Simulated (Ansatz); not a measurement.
One geometry of C2H6GeO2 (`O=C(O)[CH2][GeH3]`), several functionals.

```yaml
crystal:
  periodic: [false, false, false]
  atoms:
    - {symbol: O, position_ang: [-2.141870, -0.259170, -0.476721]}
    - {symbol: C, position_ang: [-1.232595, -0.258221, 0.309972]}
    - {symbol: O, position_ang: [-1.334984, 0.314756, 1.526162]}
    - {symbol: C, position_ang: [0.118519, -0.828629, 0.074148]}
    - {symbol: Ge, position_ang: [1.334522, 0.529469, -0.692577]}
    - {symbol: H, position_ang: [-2.227622, 0.683981, 1.577271]}
    - {symbol: H, position_ang: [0.564503, -1.183213, 1.003244]}
    - {symbol: H, position_ang: [0.039871, -1.642583, -0.644857]}
    - {symbol: H, position_ang: [1.502343, 1.687264, 0.300754]}
    - {symbol: H, position_ang: [0.750703, 1.044182, -2.014213]}
    - {symbol: H, position_ang: [2.692011, -0.144734, -0.942482]}
basis:
  gaussian: {orbitals: def2-TZVPP}
hamiltonian: {xc: r2scan, dispersion: d4}
output: {forces: true, orbitals: {seedname: orbitals}}
```

```sh
$ ansatz run in.yaml --threads 4 --pin off --events-out ev --progress --plain --max-ram 10444MiB
```

Output, abridged:

```
Functional definition: r2SCAN
1374 factors; their error is unknown
mean field evaluation 1: about -62774.2342 eV, gradient 7.3e1 eV
mean field evaluation 2: about -62760.7994 eV, gradient 1.1e2 eV
mean field evaluation 4: about -62783.5072 eV, gradient 1.1e1 eV
mean field evaluation 8: about -62783.7162 eV, gradient 2.4e-1 eV
mean field evaluation 16: about -62783.6893 eV, gradient 3.5e-4 eV
mean field -62783.68926160 eV, -2307.2580240509 hartree, gradient 3.9e-5 eV, S^2 0.000000; 0 other end points of the search recorded, 0 dependent functions left out
reference -62783.68927310 eV, -2307.2580244734 hartree; 33, 33 occupied and 223, 223 virtual orbitals, 1374 factors
Total energy: -62783.74282934 eV, -2307.2599926290 hartree
Atom 0 at    -2.141870    -0.259170    -0.476721 Å, force    -0.351726    -0.006146    -0.332807 eV/Å
Atom 1 at    -1.232595    -0.258221     0.309972 Å, force     0.240170    -0.123240    -0.085723 eV/Å
Atom 2 at    -1.334984     0.314756     1.526162 Å, force     0.064422     0.157502     0.408998 eV/Å
Atom 3 at     0.118519    -0.828629     0.074148 Å, force     0.071711    -0.078349     0.025409 eV/Å
Atom 4 at     1.334522     0.529469    -0.692577 Å, force     0.060845     0.059556    -0.036188 eV/Å
Atom 5 at    -2.227622     0.683981     1.577271 Å, force    -0.048112     0.017389    -0.007370 eV/Å
Atom 6 at     0.564503    -1.183213     1.003244 Å, force     0.014601     0.007581    -0.008414 eV/Å
Atom 7 at     0.039871    -1.642583    -0.644857 Å, force     0.004563     0.016790     0.003362 eV/Å
Atom 8 at     1.502343     1.687264     0.300754 Å, force    -0.013433    -0.057619    -0.045181 eV/Å
Atom 9 at     0.750703     1.044182    -2.014213 Å, force     0.022359    -0.027013     0.066383 eV/Å
Atom 10 at     2.692011    -0.144734    -0.942482 Å, force    -0.065400     0.033548     0.011530 eV/Å
Dipole moment:     0.277539    -0.000028     0.235689 e Å
```

Run time 4.3 s (4 threads of an Arm Neoverse V2 on a shared host); peak host memory 0.36 GiB.

The same input with `hamiltonian: {xc: pbe, dispersion: d4}` (abridged; 2.2 s):

```
Functional definition: PBE
mean field evaluation 16: about -62771.4138 eV, gradient 8.5e-3 eV
mean field -62771.41382408 eV, -2306.8069100424 hartree, gradient 9.7e-6 eV, S^2 0.000000
Total energy: -62771.63043178 eV, -2306.8148702287 hartree
Atom 0 force    -0.934736    -0.028023    -0.867708 eV/Å
Atom 1 force     0.593934    -0.175691     0.113292 eV/Å
Atom 2 force     0.439032     0.163377     0.768992 eV/Å
Atom 3 force     0.056041    -0.049854     0.029502 eV/Å
Atom 4 force     0.067572     0.045125    -0.031767 eV/Å
Atom 5 force    -0.437994     0.177445     0.015281 eV/Å
Atom 6 force     0.121870    -0.078252     0.171156 eV/Å
Atom 7 force     0.000507    -0.158739    -0.137965 eV/Å
Atom 8 force     0.014656     0.113194     0.097036 eV/Å
Atom 9 force    -0.059129     0.051083    -0.128790 eV/Å
Atom 10 force     0.138247    -0.059666    -0.029029 eV/Å
Dipole moment:     0.262464     0.000354     0.229786 e Å
```

With the line `hamiltonian: {xc: {name: wB97M-V}}` (abridged; 10 s):

```
Functional definition: wB97M-V
mean field evaluation 16: about -62781.6812 eV, gradient 2.1e-4 eV
mean field -62781.68124283 eV, -2307.1842307222 hartree, gradient 4.0e-5 eV, S^2 0.000000
Total energy: -62781.68129051 eV, -2307.1842324743 hartree
Atom 0 force    -0.087390     0.015891    -0.060868 eV/Å
Atom 1 force     0.018873    -0.071167    -0.091660 eV/Å
Atom 2 force    -0.107049     0.124957     0.172790 eV/Å
Atom 3 force     0.223308    -0.096554    -0.050138 eV/Å
Atom 4 force     0.047292     0.046527    -0.033536 eV/Å
Atom 5 force     0.059909    -0.016878     0.012793 eV/Å
Atom 6 force    -0.059780     0.017520    -0.066537 eV/Å
Atom 7 force    -0.006587     0.052286     0.064998 eV/Å
Atom 8 force    -0.018940    -0.085905    -0.070243 eV/Å
Atom 9 force     0.037687    -0.038963     0.101090 eV/Å
Atom 10 force    -0.107323     0.052286     0.021312 eV/Å
Dipole moment:     0.286002     0.001734     0.229216 e Å
```

With the line `hamiltonian: {xc: pbe0, dispersion: d4}` and no forces (abridged; 2.6 s):

```
Functional definition: PBE0
mean field evaluation 16: about -62773.0885 eV, gradient 7.6e-5 eV
mean field -62773.08848055 eV, -2306.8684525324 hartree, gradient 7.6e-5 eV, S^2 0.000000
Total energy: -62773.27123169 eV, -2306.8751685132 hartree
```
